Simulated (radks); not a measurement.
Values are calculated unless marked as measured or tabulated.
Task: Ionisation of neutral potassium, [Ar] 4s1, to K+, [Ar], under several functionals. Dirac Kohn-Sham, spin-unpolarised, spherical densities, point nucleus; a radial shooting solver on a logarithmic mesh with Libxc functionals. The NIST Atomic Spectra Database gives 4.341 eV (measured). Rank these functionals by the error of their Delta-SCF ionisation energy: OLYP; BLYP; exchange-only LDA; exchange-only B88; RPBE; BP86.

Result: From best to worst: RPBE 4.338 eV (-0.003); BP86 4.335 eV (-0.005); BLYP 4.359 eV (+0.018); OLYP 4.295 eV (-0.046); exchange-only B88 3.891 eV (-0.450); exchange-only LDA 3.720 eV (-0.620). Spin polarisation and multiplet splitting are left out, so open shells lie too high by an amount that depends on their filling.

Beside tabulated values, note that spin-unpolarised runs miss the spin-polarisation part of the exchange energy of open shells.
